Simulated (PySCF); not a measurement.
HSn, SMILES [SnH] (connectivity only; charge and spin as stated), neutral, multiplicity 2.

The structure is a stationary point at B3LYP-D3(BJ)/def2-TZVPD. The def2 effective core potentials stand for the cores of Sn; spin–orbit coupling is left out.

Two levels are set side by side: PBE/def2-TZVPD (PySCF) and ωB97X/def2-TZVPD (PySCF). Same geometry, gas phase. Differences are taken from unrounded values.

```csv
quantity,PBE
α-spin orbital gap (eV),0.13
β-spin orbital gap (eV),2.55
dipole moment (D),0.63
```

Problem. These are the PBE values. What does ωB97X give? (Estimate from the structure and the level; the computed values follow.)

Solution. 
```csv
quantity,ωB97X,PBE minus ωB97X
α-spin orbital gap (eV),5.78,-5.65
β-spin orbital gap (eV),8.23,-5.68
dipole moment (D),0.57,0.06
```

Rough cost on one machine, each run with all the roots and properties that it gave: ωB97X against PBE within a factor of 2.
